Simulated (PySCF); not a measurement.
## Computed vibrations of [Eu(H2O)6]3+

[Eu(H2O)6]3+ (singlet in the valence; each metal's 4f electrons, 6 of them, lie in its core potential, out of spins and levels). PySCF 2.14.0, RKS PBE, Eu lcecp-1-SVP with ECP52, O def2-SVP, H def2-SVP; non-relativistic Hamiltonian with scalar-relativistic core potentials where named; density fitting; no spin-orbit coupling. Central differences of gradients.

```xyz
19

Eu    0.0000    0.0000    0.0000
O     0.0018   -0.0018    2.4029
H     0.7782   -0.0018    3.0128
H    -0.7737   -0.0028    3.0140
O    -0.0018    0.0018   -2.4029
H     0.7737    0.0028   -3.0140
H    -0.7782    0.0018   -3.0128
O     2.4029    0.0016   -0.0018
H     3.0139   -0.7739   -0.0028
H     3.0128    0.7780   -0.0017
O    -0.0016    2.4029    0.0018
H    -0.0015    3.0128    0.7782
H    -0.0026    3.0140   -0.7736
O    -2.4029   -0.0016    0.0018
H    -3.0139    0.7739    0.0028
H    -3.0128   -0.7780    0.0017
O     0.0016   -2.4029   -0.0018
H     0.0026   -3.0140    0.7736
H     0.0015   -3.0128   -0.7782
```

Run from Python with OMP_NUM_THREADS=4. Where DIIS fails, smearing, a level shift and second-order steps follow.
It took 90 s on 4 threads of Arm Neoverse V2, on a shared host.

Problem. What are the harmonic wavenumbers and infrared intensities?

Solution. Modes are labelled in Th; negative numbers are unstable modes, those under 60 cm⁻¹ near the noise; a finer grid moves soft modes by up to 10 cm⁻¹.
```
cm⁻¹  km/mol  symmetry
  56     0.0        tu
  56     0.0        tu
  56     0.0        tu
  69     6.6        tu
  69     6.6        tu
  69     6.6        tu
  96     0.0        tg
  96     0.0        tg
  96     0.0        tg
 163     0.0        eu
 163     0.0        eu
 246     0.0        tg
 246     0.0        tg
 246     0.0        tg
 318     0.0        eg
 318     0.0        eg
 324     5.1        tu
 324     5.1        tu
 324     5.1        tu
 344     0.0        au
 347     0.0        ag
 504     0.0        tg
 504     0.0        tg
 504     0.0        tg
 523     6.1        tu
 523     6.1        tu
 523     6.1        tu
 585   763.0        tu
 585   763.0        tu
 585   763.0        tu
 593     0.0        tg
 593     0.0        tg
 593     0.0        tg
1618   221.9        tu
1618   221.9        tu
1618   221.9        tu
1620     0.0        eg
1620     0.0        eg
1624     0.0        ag
3571     0.0        eg
3571     0.0        eg
3572   609.1        tu
3572   609.1        tu
3572   609.1        tu
3589     0.0        ag
3626     0.0        tg
3626     0.0        tg
3626     0.0        tg
3626   537.3        tu
3626   537.3        tu
3626   537.3        tu
```

Problem. Is this a minimum?

Solution. Yes, within the noise of the softest modes. Ideal gas at 298.15 K and 1 bar: S = 561.1 J/(mol K), Cp = 251.0 J/(mol K), H − H(0 K) = 48.8 kJ/mol (rigid rotor, harmonic modes, spin degeneracy alone, that of the 4f electrons in the core included; the modes under 60 cm⁻¹ make these uncertain).

An lcecp potential fixes the number of 4f electrons, so in runs with it no electron can move into or out of that shell.
